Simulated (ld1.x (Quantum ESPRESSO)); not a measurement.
## lutetium, PAW: configuration errors across variants

Lu, PAW, made with ld1.x (Quantum ESPRESSO) 7.5 (PBE, scalar-relativistic). Core [Kr] 4d10, reference 4f14 5s2 5p6 5d0 6s0 6p0 (charge +3). Waves: 5s (bound): rcut 1.60, rcutus 1.85 bohr; 6s (bound, empty): rcut 1.60, rcutus 1.85 bohr; 5p (bound): rcut 1.75, rcutus 2.15 bohr; 6p (bound, empty): rcut 1.75, rcutus 2.15 bohr; 5d (bound, empty): rcut 2.95, rcutus 3.10 bohr; 5d channel at 2.75 Ry: rcut 2.95, rcutus 3.10 bohr; 4f (bound): rcut 1.00, rcutus 1.20 bohr; 4f channel at 1.45 Ry: rcut 1.00, rcutus 1.20 bohr. Local part: all-electron potential smoothed inside 1.60 bohr (lloc = -1). Core correction: Bessel-smoothed model core inside 1.15 bohr. Augmentation charge: BESSEL, radius 1.05 bohr.

All-electron excitation energies from the reference (eV): (1) 4f14 5s2 5p6 5d1 6s2 6p0 -40.601; (2) 4f14 5s2 5p6 5d1 6s1 6p0 -33.236; (3) 4f14 5s2 5p6 5d1 6s0 6p0 -19.957; (4) 4f14 5s2 5p6 5d2 6s0 6p0 -30.709; (5) 4f14 5s2 5p6 5d1 6s0 6p2 -33.571; (6) 4f14 5s2 5p6 5d1 6s1.5 6p0 -37.613; (7) 4f14 5s2 5p6 5d1 6s0 6p1 -28.989.

The overlap operator is not positive definite (basis up to 400 Ry) in “base”, “type ultrasoft; local potential all-electron potential smoothed inside 1.30 bohr (lloc = -1); augmentation PSQ, inside the norm-conserving radii”, “waves 5d (bound): rcut 1.84, rcutus 1.96 bohr; 5d channel at 2.75 Ry: rcut 1.84, rcutus 1.96 bohr”, “waves 4f (bound): rcut 1.00, rcutus 1.26 bohr; 4f channel at 1.45 Ry: rcut 1.00, rcutus 1.26 bohr”, “wave 5d channel at 2.75 Ry: rcut 2.95, rcutus 3.10 bohr becomes 5d channel at -0.32 Ry: rcut 2.95, rcutus 3.10 bohr”, “core correction Bessel-smoothed model core inside 0.94 bohr”, “waves 5p (bound): rcut 1.75, rcutus 3.24 bohr; 6p (bound): rcut 1.75, rcutus 3.24 bohr”, “waves 5s (bound): rcut 1.46, rcutus 1.54 bohr; 6s (bound): rcut 1.46, rcutus 1.54 bohr”, “all radii but the core radius scaled by about 1.06 (s 1.96, p 2.26, d 3.28, f 1.26 bohr, rcut 1.68/1.84/3.12/1.06); local potential all-electron potential smoothed inside 1.68 bohr (lloc = -1); augmentation BESSEL, radius 1.10 bohr”. Such files are unfit for use, however small their errors in these radial tests.

2 further variants failed, have other tests or another functional or relativity, and are left out.

Errors AE − PS in meV (a dash: test not solved or not reliable):

| change | (1) | (2) | (3) | (4) | (5) | (6) | (7) | bound ghosts |
| --- | --- | --- | --- | --- | --- | --- | --- | --- |
| base | +17 | +19 | +23 | +51 | +20 | +18 | +20 | not determined (overlap not positive) |
| type ultrasoft; local potential all-electron potential smoothed inside 1.30 bohr (lloc = -1); augmentation PSQ, inside the norm-conserving radii | -31 | -58 | -85 | -181 | -75 | -44 | -81 | not determined (overlap not positive) |
| waves 5d (bound): rcut 1.84, rcutus 1.96 bohr; 5d channel at 2.75 Ry: rcut 1.84, rcutus 1.96 bohr | +7.7 | +6.2 | +3.1 | +2.1 | +9.7 | +7.1 | +7.0 | not determined (overlap not positive) |
| local potential all-electron potential smoothed inside 3.10 bohr (lloc = -1) | +40 | +34 | +24 | +72 | +23 | +38 | +23 | none |
| waves 4f (bound): rcut 1.00, rcutus 1.26 bohr; 4f channel at 1.45 Ry: rcut 1.00, rcutus 1.26 bohr | +14 | +13 | +13 | +31 | +15 | +13 | +13 | not determined (overlap not positive) |
| wave 5d channel at 2.75 Ry: rcut 2.95, rcutus 3.10 bohr becomes 5d channel at -0.32 Ry: rcut 2.95, rcutus 3.10 bohr | +14 | +15 | +19 | +36 | +16 | +15 | +16 | not determined (overlap not positive) |
| core correction Bessel-smoothed model core inside 0.94 bohr | +17 | +19 | +23 | +52 | +19 | +18 | +20 | not determined (overlap not positive) |
| waves 5p (bound): rcut 1.75, rcutus 3.24 bohr; 6p (bound): rcut 1.75, rcutus 3.24 bohr | +197 | +102 | +10 | +54 | – | – | – | not determined (overlap not positive) |
| waves 5s (bound): rcut 1.46, rcutus 1.54 bohr; 6s (bound): rcut 1.46, rcutus 1.54 bohr | +20 | +20 | +21 | +49 | +16 | +20 | +17 | not determined (overlap not positive) |
| all radii but the core radius scaled by about 1.06 (s 1.96, p 2.26, d 3.28, f 1.26 bohr, rcut 1.68/1.84/3.12/1.06); local potential all-electron potential smoothed inside 1.68 bohr (lloc = -1); augmentation BESSEL, radius 1.10 bohr | +6.1 | +8.7 | +15 | +21 | +12 | +7.3 | +11 | not determined (overlap not positive) |

(1) Give the same row for: local potential all-electron potential smoothed inside 2.92 bohr (lloc = -1).

Results:

(1) +33, +29, +22, +58, +19, +32, +19; bound ghosts: none.
